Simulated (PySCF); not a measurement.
**Correlation energy of C⁺ (carbon, charge +1)**

[He] 2s2 2p1, 2P determinant. All numbers are calculated (PySCF 2.14, no relativity, point nucleus, in def2-SVP (3s2p1d, 14 functions)). Frozen: 1s2; 3 electrons correlated.

MP2 pair energies summed by pair of shells (mhartree):

```
 pair  energy  share (%)
2s-2s  -25.82       61.8
2s-2p  -15.98       38.2
```

Total MP2 correlation energy: -41.80 mhartree.

Same-spin part -2.37 and opposite-spin part -39.43 mhartree; SCS-MP2 scales them by 1/3 and 6/5 to -48.10 mhartree.

```json
{"level": "CCSD", "correlation energy (mhartree)": "-66.66"}
{"level": "(T)", "correlation energy (mhartree)": "-0.74"}
{"level": "CCSD(T)", "correlation energy (mhartree)": "-67.40"}
```

Diagnostics: T1 = 0.0084, D1 = 0.0155, largest double amplitude 0.142.

Task: Is a single reference adequate?

Result: Mostly. T1 lies below 0.03, but a double amplitude of this size points to a near-degeneracy that CCSD handles and MP2 describes poorly.
